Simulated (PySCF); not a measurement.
C₃H₉FSi. Atoms are numbered in the order given.

```xyz
14

Si     0.9882    -0.4624     0.0368
F      2.4454     0.1051    -0.4763
C     -0.3035     0.8809    -0.2449
C     -1.6293     0.6797     0.5115
C     -2.3821    -0.5941     0.1176
H      0.7106    -1.7213    -0.7359
H      1.1059    -0.7782     1.5038
H      0.1751     1.8381     0.0581
H     -0.4868     0.9656    -1.3392
H     -2.2844     1.5613     0.3403
H     -1.4291     0.6660     1.6057
H     -1.8015    -1.5106     0.3567
H     -3.3515    -0.6742     0.6491
H     -2.5933    -0.6174    -0.9721
```
Charge 0, spin multiplicity 1.

Coordinates come from a PBE-D3(BJ)/def2-SVP optimisation. One conformer was computed; it need not be the lowest.

The numbers are results of PBE/pcSseg-1 run with PySCF, not measurements.

GIAO shieldings, no solvent; atoms listed in one row are averaged. δ = σ(ref) − σ: ²⁹Si against TMS (σ = 335.4 ppm); ¹⁹F against CFCl3 (σ = 133.6 ppm); ¹³C against TMS (σ = 182.0 ppm); ¹H against TMS (σ = 31.49 ppm), references at their B3LYP-D3(BJ)/def2-TZVP geometries, non-relativistic.

Computed chemical shifts:
```tsv
nucleus	atoms	count	δ (ppm)
²⁹Si	Si1	1	20.6
¹⁹F	F2	1	-248.0
¹³C	C4	1	25.7
¹³C	C5	1	22.6
¹³C	C3	1	22.4
¹H	H6	1	6.01
¹H	H7	1	5.78
¹H	H10	1	2.25
¹H	H11	1	2.09
¹H	H8, H9	2	1.64
¹H	H12, H13, H14	3	1.40
```
